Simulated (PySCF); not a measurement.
Deuteron quadrupole couplings in `CCC#C[Si@H](C)P`

Species: C5H11PSi.
SMILES with atom numbers: `[CH3:1][CH2:2][C:3]#[C:4][Si@H:5]([CH3:6])[PH2:7]` (hydrogens: H8, H9, H10 on C1; H11, H12 on C2; H13 on Si5; H14, H15, H16 on C6; H17, H18 on P7)

Structure used (GFN2-xTB), in Å, numbered top down from 1:
```xyz
18
C5H11PSi angstrom
C      3.099    0.347    0.734
C      2.343   -0.974    0.586
C      0.926   -0.744    0.392
C     -0.253   -0.542    0.233
Si    -2.044   -0.122    0.037
C     -2.650   -0.626   -1.694
P     -2.395    2.094    0.282
H      4.160    0.159    0.882
H      2.973    0.958   -0.157
H      2.722    0.906    1.588
H      2.733   -1.535   -0.268
H      2.477   -1.585    1.484
H     -2.798   -0.806    1.101
H     -2.095   -0.114   -2.476
H     -2.535   -1.694   -1.850
H     -3.700   -0.379   -1.818
H     -1.645    2.189    1.440
H     -1.325    2.475   -0.507
```

Level: PBE0/pcSseg-1 (PySCF, non-relativistic); Q(2H) = 0.00286 b; rigid geometry, the same for H and D, with no vibrational averaging.

Question: Rank these positions by the coupling χzz of a deuteron there, largest first.
A. H15 (methyl hydrogen)
B. H17 (P–H hydrogen)
C. H11 (methylene hydrogen)
D. H13 (Si–H hydrogen)
E. H8 (methyl hydrogen)

Answer: A (219 kHz), E (211 kHz), C (200 kHz), B (145 kHz), D (104 kHz).

Tabulate Vzz, the asymmetry η and χzz = 234.96 MHz × Q × Vzz for every hydrogen position.

```json
{"atom": "H8", "bonded to": "C1", "bond length (Å)": "1.088", "Vzz (au)": "0.3142", "η": "0.03", "χzz (kHz)": "211"}
{"atom": "H9", "bonded to": "C1", "bond length (Å)": "1.088", "Vzz (au)": "0.3125", "η": "0.03", "χzz (kHz)": "210"}
{"atom": "H10", "bonded to": "C1", "bond length (Å)": "1.088", "Vzz (au)": "0.3123", "η": "0.03", "χzz (kHz)": "210"}
{"atom": "H11", "bonded to": "C2", "bond length (Å)": "1.094", "Vzz (au)": "0.2983", "η": "0.02", "χzz (kHz)": "200"}
{"atom": "H12", "bonded to": "C2", "bond length (Å)": "1.094", "Vzz (au)": "0.2981", "η": "0.02", "χzz (kHz)": "200"}
{"atom": "H13", "bonded to": "Si5", "bond length (Å)": "1.472", "Vzz (au)": "0.1555", "η": "0.00", "χzz (kHz)": "104"}
{"atom": "H14", "bonded to": "C6", "bond length (Å)": "1.086", "Vzz (au)": "0.3237", "η": "0.01", "χzz (kHz)": "218"}
{"atom": "H15", "bonded to": "C6", "bond length (Å)": "1.085", "Vzz (au)": "0.3266", "η": "0.01", "χzz (kHz)": "219"}
{"atom": "H16", "bonded to": "C6", "bond length (Å)": "1.086", "Vzz (au)": "0.3231", "η": "0.01", "χzz (kHz)": "217"}
{"atom": "H17", "bonded to": "P7", "bond length (Å)": "1.383", "Vzz (au)": "0.2160", "η": "0.08", "χzz (kHz)": "145"}
{"atom": "H18", "bonded to": "P7", "bond length (Å)": "1.383", "Vzz (au)": "0.2155", "η": "0.08", "χzz (kHz)": "145"}
```

Average by the element that carries the hydrogen.

on C: 211 kHz over 8 positions, mean bond length 1.089 Å; on Si: 104 kHz over 1 position, mean bond length 1.472 Å; on P: 145 kHz over 2 positions, mean bond length 1.383 Å.

Give the 2H NMR doublet splittings at H12 for a magnetic field along the z, y and x axes of the gradient: 3χ/2, 3χ(1 + η)/4, 3χ(1 − η)/4.

With |χ| = 200.3 kHz and η = 0.021: 300, 153 and 147 kHz, to first order and without motion.

One conformer (not necessarily the lowest) at the GFN2-xTB geometry, without solvent, vibrations or thermal averaging. GFN2-xTB bond lengths can be off by several hundredths of an ångström, more for odd bonds, and the gradients follow them. The basis is small and wasn't made for field gradients, so the couplings can be 20 % off.

The run behind these numbers computed NMR shieldings as well. On Arm Neoverse V2, one thread, no GPU, on a shared host, this took 26 s of wall time and 0.83 GiB of memory at its peak.
